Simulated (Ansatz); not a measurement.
## Abstraction of H: GeH2(SiH3)2 + GeH(GeH3)Cl → GeH2(SiH2)(SiH3) + GeH2(GeH3)Cl

Species: GeH2(SiH3)2, singlet; GeH(GeH3)Cl, doublet; GeH2(SiH2)(SiH3), doublet; GeH2(GeH3)Cl, singlet. A radical takes H: the energy is the difference in strength between the Si–H bond broken and the Ge–H bond made.

Shapes, held fixed at every level: PBE0-D4/def2-TZVP. Flexible molecules stand in one conformer, not always the lowest. Programs: Ansatz 0.2.0. The zero-point and thermal change to 298 K, harmonic and unscaled (PBE0-D4/def2-TZVP), is -1.6 kJ/mol.

```tsv
level	kind	ΔH(298 K) (kJ/mol)	less CCSD(T)/def2-TZVPP	CPU time (sum over the molecules)
SPW92/def2-TZVPP	LDA	+33.6	+6.1	20 s
PBE-D4/def2-TZVPP	GGA	+34.5	+7.0	42 s
B3LYP-D4/def2-TZVPP	global hybrid	+38.4	+10.9	79 s
BHLYP-D4/def2-TZVPP	global hybrid	+35.1	+7.6	67 s
wB97M-V/def2-TZVPP	range-separated hybrid	+41.1	+13.6	3.6 min
wB97X-V/def2-TZVPP	range-separated hybrid	+33.5	+6.0	2.5 min
CCSD(T)/def2-SVP	coupled cluster or CI	+25.8	-1.7	2.2 min
CCSD(T)/def2-TZVPP	coupled cluster or CI	+27.5	0.0	48 min
```

The highest level, CCSD(T)/def2-TZVPP, gives ΔH(298 K) = +27.5 kJ/mol; the levels span +25.8 to +41.1. The column of differences is taken from that level and isn't an error. No measured value is set beside it here. Open shells run unrestricted unless RO is named. Relativity is left out for Ge unless named. Correlated rows may include outer-core shells of Ge, which these sets cover unevenly. Times are processor times on shared x86 and Arm servers, and rough.
